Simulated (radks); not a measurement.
Radial electron density D(r) = 4 pi r^2 rho(r) of an atom or ion with 6 electrons. Method: Dirac Kohn-Sham, PBE, spin-unpolarised, spherical densities, finite nucleus; Fermi nuclear charge, rms radius of each element as measured or else 0.836 A^(1/3) + 0.57 fm; computed with a radial shooting solver on a logarithmic mesh with Libxc functionals.

| r (bohr) | D(r) (e/bohr) |
|---|---|
| 0.006798 | 0.2383 |
| 0.008303 | 0.3456 |
| 0.01014 | 0.4984 |
| 0.01239 | 0.7134 |
| 0.01513 | 1.012 |
| 0.01848 | 1.420 |
| 0.02257 | 1.966 |
| 0.02757 | 2.679 |
| 0.03367 | 3.578 |
| 0.04113 | 4.665 |
| 0.05023 | 5.907 |
| 0.06135 | 7.217 |
| 0.07494 | 8.445 |
| 0.09153 | 9.379 |
| 0.1118 | 9.779 |
| 0.1365 | 9.458 |
| 0.1668 | 8.385 |
| 0.2037 | 6.771 |
| 0.2488 | 5.068 |
| 0.3039 | 3.816 |
| 0.3712 | 3.381 |
| 0.4533 | 3.730 |
| 0.5537 | 4.395 |
| 0.6763 | 4.729 |
| 0.826 | 4.310 |
| 1.009 | 3.205 |
| 1.232 | 1.890 |
| 1.505 | 0.8559 |
| 1.838 | 0.2861 |
| 2.245 | 0.06645 |
| 2.743 | 0.009934 |

What is the nuclear charge?

Answer. Z = 9. The innermost maximum, from 1s, lies near gamma/Z bohr with gamma = sqrt(1 - (Z/c)^2) = 0.998, here 0.111 bohr (found: 0.114), and its height grows with Z. The density is that of the fluorine ion F3+ in [He] 2s2 2p(1/2: 2, 3/2: 0); the configuration itself is not fixed sharply by these data. D(r) has 2 maxima, at r = 0.114, 0.676 bohr, and minima at 0.371 bohr, inside which lie 2.18 electrons.
